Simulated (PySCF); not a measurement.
Radial density of Re (rhenium, neutral)

HSE06, [Xe] 4f14 5d5 6s2, high-spin 6S determinant. Computed with PySCF 2.14 in def2-QZVPPD with the def2 core potential (60 electrons), with scalar relativity through the core potential. This is the valence pseudo-density: the core potential removes the inner electrons and smooths the orbitals near the nucleus.

```tsv
r (bohr)	4πr²ρ (e/bohr)	4πr²(ρα − ρβ)
0.156	1.217e-05	0.0000
0.262	0.0007295	0.0003
0.440	0.1491	0.0176
0.740	6.279	0.6049
1.24	10.64	2.9480
2.09	3.460	2.1254
3.52	0.9068	0.3160
5.92	0.07427	-0.0088
9.96	0.0006121	-0.0003
```

Energies and moments cover only the electrons outside the core potential. Spin-orbit coupling, which splits the p, d and f shells strongly at this Z, is absent.

Problem. Where is the radial spin density 4πr²(ρα − ρβ) most negative, and why is it negative at all?

Solution. Around r = 5.92 bohr, down to -0.0088 e/bohr: exchange with the open shell polarises the paired shells in an unrestricted calculation.
